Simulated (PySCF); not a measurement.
Compound: C5H10GeSi.
Bonds: C1–C2 (double), C2–Si3, Si3–C4, C4–C5 (triple), C5–Ge6, Ge6–C7. Hydrogens: H8, H9 on C1; H10 on C2; H11, H12 on Si3; H13, H14 on Ge6; H15, H16, H17 on C7.

Computed, not measured: core-valence-separated Tamm–Dancoff BHandHLYP/aug-pcX-1 (pcseg-1 on H, def2-SVPD on Si, def2-SVPD on Ge) in PySCF, non-relativistic, gas phase, PBE0-D3(BJ)/def2-SVP geometry. The energies are unshifted.

**Question.** What does the C 1s absorption edge look like?

**Answer.** 
```
E (eV)       f  core hole on          main final orbital                        polarisation
282.21  0.0380            C2               LUMO+2 (45 %)  normal to the local trigonal plane
282.23  0.0795            C1               LUMO+2 (42 %)  normal to the local trigonal plane
282.57  0.1136            C4  spread (2 roots, f summed)              across the triple bond
282.71  0.0444            C5               LUMO+1 (40 %)              across the triple bond
282.77  0.0466            C5                      spread              across the triple bond
285.13  0.0049            C7                 LUMO (67 %)                                   –
285.44  0.0083            C2               LUMO+1 (52 %)         in the local trigonal plane
285.69  0.0365            C7               LUMO+5 (30 %)                                   –
285.95  0.0246            C2               LUMO+5 (32 %)         in the local trigonal plane
285.96  0.0006            C4               LUMO+2 (43 %)                                   –
286.00  0.0127            C1               LUMO+3 (44 %)         in the local trigonal plane
286.02  0.0010            C4               LUMO+3 (39 %)               along the triple bond
286.14  0.0135            C5                      spread               along the triple bond
286.18  0.0290            C7                      spread                                   –
286.23  0.0267            C7                      spread                                   –
286.32  0.0068            C5                      spread               along the triple bond
286.33  0.0014            C2                 LUMO (51 %)  normal to the local trigonal plane
286.42  0.0011            C2               LUMO+3 (41 %)         in the local trigonal plane
286.46  0.0113            C4                      spread                               mixed
286.49  0.0073            C7               LUMO+1 (35 %)                                   –
286.61  0.0036            C5                      spread                               mixed
286.62  0.0101            C1                      spread         in the local trigonal plane
```

The first line with a tenth or more of the strongest one's intensity is at 282.21 eV (f = 0.038), with the hole on C2 (alkene CH carbon), polarised normal to the local trigonal plane: a 1s→π* resonance. The strongest listed is at 282.57 eV (f = 0.114, sum of 2; C4, 1s→π*).

Roots within 0.03 eV whose holes lie on the same, on equivalent or on shared atoms are summed into one line, and the highest roots are left out, as the search may have cut off their partners. Final orbitals are the ground state's empty Kohn–Sham orbitals. A dash: too weak, shared between unlike atoms, or no plane or axis to refer to.

**Question.** What are the wavelength and the wavenumber of the 286.00 eV line?

**Answer.** λ = 12398.42 eV Å/286.00 eV = 43.351 Å; 2.3067 × 10⁶ cm⁻¹.

The list ends where the root search ended, not at a threshold. Relativistic effects, spin–orbit coupling among them, are left out although an element past zinc is present.

The run took 32 s wall on one thread of an Arm Neoverse V1, shared host, and the process peaked at 1.2 GiB of memory.

Shape of the structure used: `[CH2:1]=[CH:2][SiH2:3][C:4]#[C:5][GeH2:6][CH3:7]`: C1–C2–Si3–C4 -1°.

One conformer stands for the species.
